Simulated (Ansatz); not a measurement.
Species: TlI (charge 0, singlet). 
Coordinates optimised at B3LYP-D3(BJ)/def2-TZVP (Ansatz, a first-principles code):
```
Tl
I 1 2.8762
```
Charge 0, spin multiplicity 1.

Basis-set convergence of Hartree-Fock and CCSD(T) correlation energies (hartree) with Ansatz. Valence correlation only, unless marked. Spin-orbit coupling is left out. The frozen core is the preceding noble-gas configuration, with the filled d and f shells of earlier blocks. Past Kr the def2 sets carry scalar-relativistic core potentials.

```
basis       functions       E(HF)  E(corr, CCSD(T))  rough core time
----------  ---------  ----------  ----------------  ---------------
def2-SVP           52  -468.25489          -0.14757       under 20 s
def2-TZVPP        100  -468.26634          -0.20277       under 20 s
def2-QZVPP        164  -468.26790          -0.22685             22 s
```

Extrapolating the two largest sets (X = 3 and 4) as X^-3: E(corr) = (64·(-0.22685) - 27·(-0.20277))/37 = -0.2444 Eh, an estimate of the basis-set limit. The largest set recovers 92.8 % of it, the smallest 60.4 %.
